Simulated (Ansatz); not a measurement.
The cluster Rb3Cl3⁻, relaxed as a doublet with UKS PBE0-D4/def2-SVPD in Ansatz, starting from the GFN2-xTB geometry. Force threshold 0.02 eV/Å.

In the def2 sets Rb takes a core potential; there is no spin–orbit coupling. The highest occupied level of the charge -1 doublet lies above zero (up to 0.15 eV). It is a level of α spin, whose loss leaves a singlet; that state wasn't run at this geometry and level. The electron is either unbound and held by the finite basis, or the level is raised by self-interaction error. The relaxation made no stability test and no search for a lower SCF solution. The structure comes from a short search, and lower isomers may exist.

Start:

```xyz
6

Rb    2.501    0.587    0.829
Rb    0.637   -1.200   -2.295
Rb   -1.584    0.237    0.800
Cl    0.401    0.376    3.032
Cl    0.138    1.995   -1.253
Cl   -2.092   -1.995   -1.112
```

| step | energy (eV) | largest force component (eV/Å) | SCF passes |
| --- | --- | --- | --- |
| 1 | -39521.4413 | 0.428 | 15 |
| 2 | -39521.5879 | 0.337 | 24 |
| 3 | -39521.6601 | 0.058 | 24 |
| 4 | -39521.6687 | 0.018 | 25 |
| 5 | -39521.6728 | 0.015 | 25 |
| 6 | -39521.6740 | 0.008 | 26 |
| 7 | -39521.6741 | 0.002 | 19 |

Force components are those of the run's own axes.

End:

Cartesian coordinates in Å:
```
Rb 2.6017 0.9517 1.0194
Rb 0.3997 -1.1708 -2.6787
Rb -1.6392 0.1786 0.8734
Cl 0.4382 0.5072 3.1959
Cl 0.4143 1.5781 -1.1515
Cl -2.2146 -2.0447 -1.2585
```

By distances, no bond broke or formed. The bond that changes most is Rb1–Cl5, from 3.45 to 3.14 Å (atoms count from 1). The end is the same structure that another start reached, the lowest one found.

The force fell under the threshold at step 4, but the optimiser went on and released 0.005 eV more. No frequencies were taken in this run, so the end may be a saddle point.

Run time 47 s (4 threads of Arm Neoverse V1 on a shared host), peak host memory 0.66 GiB.
